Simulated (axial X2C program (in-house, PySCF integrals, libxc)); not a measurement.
## Potential curves of HfH⁻, spin-free

Calculated with an axial X2C code built on PySCF integrals. Spin-free means the one-electron spin-free X2C Hamiltonian. Basis: Hf dyall-acv3z [14s15p10d7f4g], H dyall-av3z [7s3p2d] (cores contracted in-house); Gaussian nuclei, density fitting, unrestricted open shells. Masses: Hf 179.947 u, H 1.008 u.

State: M_S = 1, Λ = 0 (beyond evenly filled blocks: π+α, π-α). Energies in eV from the fragments at the same level (Hf + H-). Fits are polynomials in 1 − R0/R over 0.85 to 1.23 times the lowest point R0.

```json
{"R (Å)": "1.6556", "PBE0": "-2.1328", "CCSD": "", "HF": "-1.3561"}
{"R (Å)": "1.7317", "PBE0": "-2.2972", "CCSD": "-1.9152", "HF": "-1.5939"}
{"R (Å)": "1.7888", "PBE0": "-2.3681", "CCSD": "-2.0175", "HF": "-1.7140"}
{"R (Å)": "1.8459", "PBE0": "-2.4036", "CCSD": "-2.0812", "HF": "-1.7940"}
{"R (Å)": "1.9030", "PBE0": "-2.4108", "CCSD": "-2.1133", "HF": "-1.8413"}
{"R (Å)": "1.9696", "PBE0": "-2.3913", "CCSD": "-2.1188", "HF": "-1.8633"}
{"R (Å)": "2.0362", "PBE0": "-2.3487", "CCSD": "-2.0975", "HF": "-1.8573"}
{"R (Å)": "2.1218", "PBE0": "-2.2698", "CCSD": "-2.0412", "HF": "-1.8189"}
{"R (Å)": "2.2265", "PBE0": "-2.1492", "CCSD": "", "HF": "-1.7397"}
{"R (Å)": "2.3788", "PBE0": "-1.9507", "CCSD": "", "HF": "-1.5882"}
```

Correlated methods: 6 electrons correlated (number of frozen shells: Hf 5 s, 4 p, 2 d, 1 f; H none), 284 virtual spin orbitals or spinors in MP2, 90 natural virtuals in coupled cluster.

One determinant describes the state; a PBE0 search over occupations chose it and may have missed a lower one. De is counted from the lowest determinant-based energies of the atoms at the same level, without counterpoise correction. CCSD ran in a truncated set of natural virtual spinors with an MP2 remainder; without triples it tends to underbind. Other states lie close and PBE0, whose exact exchange favours high spin, may order them wrongly; the determinant shown need not be the ground state. The nearest other spin-free determinant of the search, M_S = 1, Λ = 0, lies 0.006 eV up at the distance of the search. The outer-core s and p shells of the metal are frozen in the correlated rows, which leaves out core–valence correlation; for alkali and alkaline-earth bonds that tends to lengthen them. The highest occupied level of some functionals is positive through self-interaction error; at Hartree–Fock it is bound. The determinant is spin-polarised beyond a pure state at some levels (its spin-free form has ⟨S²⟩ too high), which makes Re and μ there less reliable. The T1 diagnostic is large, a sign of multireference character. With the outer-core shells frozen, correlated bond lengths of heavy atoms tend to come out a few hundredths of an ångström too long. Hartree–Fock gets electron affinities wrong, so its lowest charge split need not be the true one. With spin–orbit coupling the lowest determinant has another configuration, so this spin-free state is a model. Coupled cluster ran on the points near the minimum only. MP2 and coupled cluster on one determinant become unreliable at the stretched end.

(1) What are Re, ωe and De at the PBE0 level?

(2) What are Re, ωe and De at the CCSD level?

(3) What are Re, ωe and De at the HF level?

Answers

(1) At PBE0, spin-free: Re = 1.891 Å, ωe ≈ 1400 cm⁻¹, De = 2.41 eV to Hf + H-; Be follows as 4.7 cm⁻¹.

(2) At CCSD, spin-free: Re = 1.948 Å, ωe ≈ 1340 cm⁻¹, De = 2.12 eV to Hf + H-; Be follows as 4.43 cm⁻¹.

(3) At HF, spin-free: Re = 1.986 Å, ωe ≈ 1260 cm⁻¹, De = 1.86 eV to Hf + H-; Be follows as 4.26 cm⁻¹.
